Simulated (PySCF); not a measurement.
FeF2: Fe(II) (d6), charge 0. The structure is a model geometry with rigid ligands and bond lengths from ionic radii, not a minimum; coordination linear, point group D∞h, metal–donor distances 1.84 Å.

Method (PySCF 2.14, density fitting): CASSCF(6,5) with orbitals averaged over all microstates of the shell, strongly contracted NEVPT2 on the averaged canonical orbitals; basis x2c-TZVPall on the metal, x2c-SVPall elsewhere; spin-free X2C; gas phase; spin-orbit coupling by state interaction with the mean-field operator over all roots.

CASSCF energies above the lowest CASSCF root:

| state | CASSCF / cm⁻¹ |
| --- | --- |
| 5Δg | 0 |
| 5Πg | 6455 |
| 5Σg+ | 8181 |
| 3Φg | 21397 |
| 3Δg | 22127 |
| 3Σg- | 22208 |
| 3Πg | 22450 |
| 3Γg | 23851 |
| 3Σg- | 25656 |
| 3Πg | 25923 |
| 3Hg | 27432 |
| 3Δg | 27448 |
| 3Φg | 27810 |
| 3Σg- | 29719 |
| 3Πg | 29928 |
| 3Σg+ | 30045 |
| 3Πg | 30769 |
| 3Δg | 31044 |
| 1Σg+ | 31913 |
| 1Πg | 32131 |
| 1Δg | 32762 |
| 3Γg | 32804 |

Question: How does dynamic correlation (SC-NEVPT2) move these states?

Answer: 
```
state  NEVPT2 / cm⁻¹  shift / cm⁻¹
  5Δg              0             0
  5Πg           8085         +1630
 5Σg+           8304          +124
  3Φg          20282         -1114
  3Δg          20923         -1204
 3Σg-          21146         -1062
  3Πg          21658          -792
  3Γg          22504         -1347
 3Σg-          22905         -2751
  3Πg          22454         -3469
  3Hg          27926          +494
  3Δg          24680         -2768
  3Φg          24985         -2825
 3Σg-          27622         -2097
  3Πg          27614         -2314
 3Σg+          27516         -2529
  3Πg          28488         -2281
  3Δg          29662         -1382
 1Σg+          29792         -2121
  1Πg          30127         -2004
  1Δg          30961         -1800
  3Γg          31420         -1384
```

NEVPT2 lifts 5Πg from 6455 to 8085 cm⁻¹; on the d shell alone such lifts tend to overshoot. Gaps between spin states lean to high spin in this active space.
